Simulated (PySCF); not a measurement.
Si(F)2(H)(NCO) (CHF2NOSi), SMILES [SiH](F)(N=C=O)F.

Coordinates come from a B3LYP-D3(BJ)/def2-SVP optimisation. Other conformers were not sampled.

Computed with TDA-PBE/def2-SVPD (PySCF).

Vertical excitations. Isolated molecule, no solvent. State labels are in the subgroup Cs.

```tsv
state	symmetry	energy (eV)	λ (nm)	f	main pairs
S1	A"	6.93	179	0.001	HOMO→LUMO 92 %
S2	A'	7.10	175	0.000	HOMO−1→LUMO 53 %, HOMO→LUMO+1 46 %
S3	A"	7.15	173	0.000	HOMO−1→LUMO+1 92 %
S4	A'	7.81	159	0.007	HOMO→LUMO+2 99 %
S5	A"	7.84	158	0.005	HOMO−1→LUMO+2 99 %
S6	A'	8.34	149	0.385	HOMO→LUMO+3 39 %, HOMO→LUMO+1 23 %, HOMO−1→LUMO 21 %, HOMO−1→LUMO+5 8 %
S7	A"	8.48	146	0.017	HOMO−2→LUMO 96 %
S8	A'	8.58	144	0.007	HOMO−2→LUMO+1 84 %, HOMO→LUMO+3 14 %
S9	A"	8.59	144	0.000	HOMO−1→LUMO+3 98 %
S10	A'	8.85	140	0.094	HOMO→LUMO+3 32 %, HOMO−1→LUMO+5 30 %, HOMO→LUMO+4 21 %, HOMO−2→LUMO+1 8 %
T1	A'	6.38	194	0	HOMO−1→LUMO 66 %, HOMO→LUMO+1 31 %
T2	A"	6.60	188	0	HOMO→LUMO 72 %, HOMO−1→LUMO+1 27 %
T3	A'	6.62	187	0	HOMO→LUMO+1 67 %, HOMO−1→LUMO 32 %
T4	A"	6.98	178	0	HOMO−1→LUMO+1 72 %, HOMO→LUMO 28 %
```
Triplets are in the Tamm–Dancoff approximation.
